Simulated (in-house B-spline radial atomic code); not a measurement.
Ga⁺. Computed with a B-spline radial atomic code. Model: non-relativistic spherical atom: semilocal Troullier-Martins pseudo-atom, one channel per l, against all electrons, high spin, G0W0 and RPA with empty states to l = 8, local potential for every l without a channel, a model core (radius 0 = none) keeps its share of the functional.

What the tables leave out is listed at the end.

The pseudopotential gives back the lowest level of each angular momentum of its own functional in the configuration it was made in; a second state of the same l is only approximately right. Exact exchange, RPA and GW see the smooth pseudo-orbitals and miss the exchange with the core, for which the functional's share stands in. The column with an uncorrelated core keeps all orbitals and exact exchange, and so separates missing core correlation from pseudisation. Only the three outermost levels and the lowest empty one were computed. RPA here is direct RPA, with no exchange kernel, and its energies carry an (l + 1/2)⁻⁴ tail. A hybrid on a potential with a model core restores only its own semilocal share of the core's exchange.

Command:
```bash
python run_psgw.py task.json out
```
Settings (lengths in bohr, energies in hartree):
```
Z                      31
electrons              30
configuration          [Ar] 3d10 4s2
generated_in           [Ar] 3d10 4s2
functional             lda,vwn
core_shells            4
radius_factor          1.3
core_correction        False
ion_configuration      [Ar] 3d10 4s1
```

Cost of the run: 66 s on 1 thread of Arm Neoverse N1, with other jobs on the host.

Given: made with LDA VWN5; model core radius 0 bohr; local radius 0.989 bohr; mean-field start LDA VWN5.

Valence shells of the generating configuration: 3p, 3d, 4s.

Channel: s 2.43, p 0.735, d 2.068 (radii in bohr).

Computed: largest level miss in the spin-unpolarised generating configuration 0 eV; valence RPA correlation energy all-electron orbitals -1.3172 hartree; valence RPA correlation energy pseudo -1.3051 hartree; pseudo-atom RPA polarisability 14.39 bohr³; ionisation by mean-field all-electron 20.794 eV; ionisation by RPA all-electron 20.59 eV; ionisation by RPA pseudo minus all 1.284 eV.

| level | occupied | mean-field all-electron (eV) | mean-field pseudo minus all (eV) | G0W0 all-electron (eV) | G0W0 uncorrelated core minus all (eV) | G0W0 pseudo minus all (eV) | exchange self-energy all-electron (eV) | exchange self-energy pseudo (eV) |
| --- | --- | --- | --- | --- | --- | --- | --- | --- |
| 4s | 1 | -16.356 | 0 | -20.524 | -0.075 | -1.287 | -14.461 | -15.673 |
| 4p (empty) | 0 | -9.3227 | -0.022 | -6.0903 | 0 | 0.177 | -4.0558 | -3.4364 |

Question: What is the all-electron RPA polarisability, core included?

Answer: 14.387 bohr³.

Question: What is the ionisation by mean-field pseudo minus all?

Answer: 0.031 eV.

Given: mean-field start PBE0.

Computed: valence RPA correlation energy pseudo -1.2553 hartree; all-electron RPA polarisability, core included 13.449 bohr³; pseudo-atom RPA polarisability 12.608 bohr³; ionisation by mean-field all-electron 20.095 eV; ionisation by mean-field pseudo minus all 0.424 eV; ionisation by RPA pseudo minus all 1.331 eV.

| level | occupied | mean-field all-electron (eV) | mean-field pseudo minus all (eV) | G0W0 all-electron (eV) | G0W0 uncorrelated core minus all (eV) | G0W0 pseudo minus all (eV) | exchange self-energy all-electron (eV) | exchange self-energy pseudo (eV) |
| --- | --- | --- | --- | --- | --- | --- | --- | --- |
| 4s | 1 | -16.922 | -0.312 | -20.399 | -0.067 | -1.343 | -14.087 | -16.087 |
| 3d | 1 | -31.403 | 0.502 | -37.068 | 0.084 | 1.616 | -57.677 | -43.239 |
| 4p (empty) | 0 | -8.2048 | 0.164 | -6.1214 | 0 | 0.261 | -3.6334 | -3.0477 |

Question: What is the ionisation by RPA all-electron?

Answer: 20.417 eV.

Question: What is the valence RPA correlation energy all-electron orbitals?

Answer: -1.2543 hartree.

Given: mean-field start Hartree-Fock.

Computed: valence RPA correlation energy all-electron orbitals -1.1161 hartree; valence RPA correlation energy pseudo -1.1404 hartree; all-electron RPA polarisability, core included 11.323 bohr³; pseudo-atom RPA polarisability 8.3023 bohr³; ionisation by mean-field all-electron 18.449 eV; ionisation by RPA all-electron 19.993 eV.

```tsv
level	occupied	mean-field all-electron (eV)	mean-field pseudo minus all (eV)	G0W0 all-electron (eV)	G0W0 uncorrelated core minus all (eV)	G0W0 pseudo minus all (eV)	exchange self-energy all-electron (eV)	exchange self-energy pseudo (eV)
4s	1	-18.723	-2.042	-20.129	-0.052	-1.446	-13.278	-18.239
3d	1	-40.684	3.884	-38.202	0.083	2.604	-58.21	-43.42
4p (empty)	0	-5.304	0.515	-6.0565	0	0.626	-2.6072	-1.9752
```

Question: What is the ionisation by mean-field pseudo minus all?

Answer: 1.907 eV.

Question: What is the ionisation by RPA pseudo minus all?

Answer: 1.505 eV.

Among the listed levels the largest G0W0 shift of the pseudo-atom is +2.60 eV, for 3d on the Hartree-Fock start, while leaving the core uncorrelated moves that level by +0.08 eV. So pseudisation and the lost core exchange, not the missing core correlation, make the error. Not in the tables (levels of low weight, unsolved or above zero; the highest and the empty levels are kept at any weight): on LDA the G0W0 levels 3d (pseudo minus all +1.13 eV, weights 0.71 and 0.71), 3p (pseudo minus all +3.51 eV, weights 0.31 and 0.25); on PBE0 the G0W0 levels 3p (pseudo minus all +2.97 eV, weights 0.45 and 0.48); on Hartree-Fock the G0W0 levels 3p (pseudo minus all +5.19 eV, weights 0.16 and 0.69).
